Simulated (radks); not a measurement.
The numbers below are computed, except where a source is named.
Valence configurations of neutral mercury. Level of theory: Dirac Kohn-Sham, PBEsol, spin-unpolarised, spherical densities, finite nucleus; open shells are shared between the two j in proportion to 2j + 1; Fermi nuclear charge, rms radius 5.4648 fm (a radial shooting solver on a logarithmic mesh with Libxc functionals). Energies are relative to [Hg]; eigenvalues in eV.

valence,E (eV),e(4f5/2),e(4f7/2),e(5d3/2),e(5d5/2),e(6p1/2)
[Hg],0.000,-98.031,-93.837,-11.024,-9.184,-
[Xe] 4f14 5d10 6s1.5 6p0.5,2.961,-99.184,-94.990,-12.152,-10.300,-2.160
[Xe] 4f14 5d10 6p2,12.527,-102.05,-97.858,-14.913,-13.023,-3.608
[Xe] 4f14 5d9 6s2 6p1,10.344,-103.61,-99.419,-15.464,-13.501,-3.131
[Xe] 4f13 5d10 6s1 6p2,109.79,-117.68,-113.36,-18.647,-16.500,-4.041
[Xe] 4f13.5 5d10 6s2 6p0.5,49.284,-106.86,-102.60,-13.958,-11.975,-2.374
[Xe] 4f13 5d10 6s2 6p1,102.66,-115.82,-111.49,-16.869,-14.744,-3.130
[Xe] 4f14 5d8 6s2 6p2,23.641,-109.07,-104.87,-19.597,-17.512,-4.464
[Xe] 4f14 5d10 6s1 6p1,6.046,-100.21,-96.016,-13.148,-11.283,-2.696

NIST lists [Hg] as the ground configuration; this level of theory agrees among the configurations tried. The energies are those of spherical spin-averaged densities, not of single terms.
